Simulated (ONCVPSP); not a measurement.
**Transferability test, ONCV potential for strontium**

```json
{
  "Element": "Sr",
  "Generator": "ONCVPSP 4.0.1",
  "Type": "optimised norm-conserving Vanderbilt (ONCV)",
  "Functional": "LDA (Perdew-Zunger)",
  "Relativity": "scalar-relativistic",
  "Frozen core": "[Ar] 3d10",
  "Valence charge": "10",
  "Reference configuration": "4s2 4p6 5s2",
  "Partial waves": "4s+5s: rc 2.40 bohr, ncon 5, nbas 10, qcut 5.7 1/bohr, 2 projectors; 4p: rc 2.55 bohr, ncon 4, nbas 8, qcut 6.4 1/bohr, 1 projector; d scattering state at 0.07 Ha: rc 2.35 bohr, ncon 3, nbas 7, qcut 4.3 1/bohr, 2 projectors, debl 3.1 Ha",
  "Local potential": "polynomial inside 2.00 bohr (lpopt 5, dvloc0 0 Ha)",
  "Core correction": "none"
}
```

In the d channel the program set the typed energies aside and used 0.050, 3.150 Ha.

Energies are relative to the spin-unpolarised reference configuration 4s2 4p6 5s2; without spin polarisation the order of configurations can differ from experiment.

```
valence configuration  charge  ΔE all-electron (eV)  error AE − PS (meV)
          4s2 4p6 5s1      +1                 6.063                 -0.6
        4s2 4p6 5s1.5    +0.5                 2.413                 -0.2
          4s2 4p5 5s2      +1                28.380                  -31
```

What are ΔE and the potential's error for 4s2 4p6 5s0?

ΔE = 17.244 eV all-electron; the error (AE − PS) is -2.6 meV.
